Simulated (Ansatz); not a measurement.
Computed with Ansatz on PBE0-D4/def2-TZVP structures; ΔE is electronic, products minus reactants. CCSD(T)/CBS adds triple-zeta CCSD(T) − MP2 to the extrapolated MP2 energy (def2 sets, frozen cores). This one scheme is used for every species, atoms too. For atomizations the MP2-based limit and the directly extrapolated one differ by several kJ/mol either way, and by 10 to 25 for some Ge, Se and Sn compounds, so smaller differences from it don't rank the levels. DFT in def2-TZVPP. B3LYP here is the variant with VWN-RPA as its local correlation; programs differ in this. HSE06 is defined as in plane-wave codes. No spin–orbit coupling; open shells (•) take unrestricted orbitals. Spin–orbit coupling would lower the free atoms: a little for C, F, O; strongly for In. Elements past krypton have def2 core potentials. Bonds to In are less sure, by a few kJ/mol each and by 10 to 20 or more in all where they break to atoms, as the def2 sets lack core-valence functions. Each species was taken in one conformer, which may not be the lowest.

`[NH2][In]([F])[CH]=O` → C• + F• + 3 H• + In• + N• + O•  (atomization)

`[NH2][In]([F])[CH]=O`:

Cartesian coordinates in Å:
```
N -1.385 1.429 -0.146
In 0.121 0.195 0.307
F 1.026 0.848 1.930
C 0.959 -1.761 -0.306
O 0.597 -2.349 -1.279
H -1.746 1.453 -1.087
H -1.328 2.363 0.233
H 1.756 -2.178 0.349
```

```tsv
level	ΔE (kJ/mol)	difference from CCSD(T)/CBS
B3LYP-D4	2754.8	-23.2
r2SCAN0-D4	2663.4	-114.6
HSE06-D4	2754.1	-23.9
ωB97X-V	2780.2	2.2
BLYP	2776.7	-1.3
r2SCANh	2721.3	-56.7
r2SCAN0	2659.5	-118.5
BHLYP	2575.9	-202.1
LC-ωPBE	2777.0	-1.0
HF/def2-SVP	1731.1	-1046.9
CCSD(T)/CBS	2778.0	0
```

Largest T1 diagnostic among the species: 0.018.

Leaving LDA and LC-ωPBE aside and taking each functional with its dispersion term where it has one, the values, not all of them listed here, spread over 283.4 kJ/mol, from BHLYP-D4 to PBE-D4. LDA lies +422.7 kJ/mol from PBE without D4, its usual overbinding. The D4 term adds +21.6 kJ/mol with B3LYP and +11.3 kJ/mol with PBE0; it sums over pairs of atoms, weighted by their polarisabilities, and B3LYP, whose exchange is more repulsive, gets the larger term.
